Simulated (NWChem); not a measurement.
System: C$_{2}$H$_{3}$ClFNSi; SMILES N#CC[Si@@H](F)Cl

The following NWChem deck was run.

```
start job
memory heap 200 mb stack 900 mb global 1100 mb
geometry units angstroms noautosym nocenter noautoz
  N      0.040765    -3.382084    -0.183289
  C      0.390612    -2.321417     0.122130
  C      0.798399    -0.974106     0.466645
  Si    -0.281333     0.333718    -0.350864
  F     -1.752684     0.258735     0.307099
  Cl     0.535934     2.158979     0.095212
  H      0.753998    -0.828484     1.559060
  H      1.844090    -0.807886     0.157754
  H     -0.399617     0.165604    -1.813890
end
basis spherical
  * library 6-31g*
end
dft
  xc pbe0
  iterations 150
end
cosmo
  do_cosmo_smd true
  solvent propanol
end
task dft energy
```

Geometry: optimised at PBE0/def2-SVP. Solvent: 1-propanol.

Level: PBE0/6-31G* with SMD (1 M gas to 1 M solution), gas-phase geometry. Reactions with the solvent are ignored.

Q: Predict the main results of this run. (PBE0/6-31G* (spherical d), SMD on the gas-phase geometry.) Quantities: solvation free energy (kcal/mol); cavity-dispersion-structure term (kcal/mol); dipole in solution (D).

A: The solvation free energy (kcal/mol) comes out as -7.5 and the cavity-dispersion-structure term (kcal/mol) is 0.9. The dipole in solution (D) comes out as 3.67.
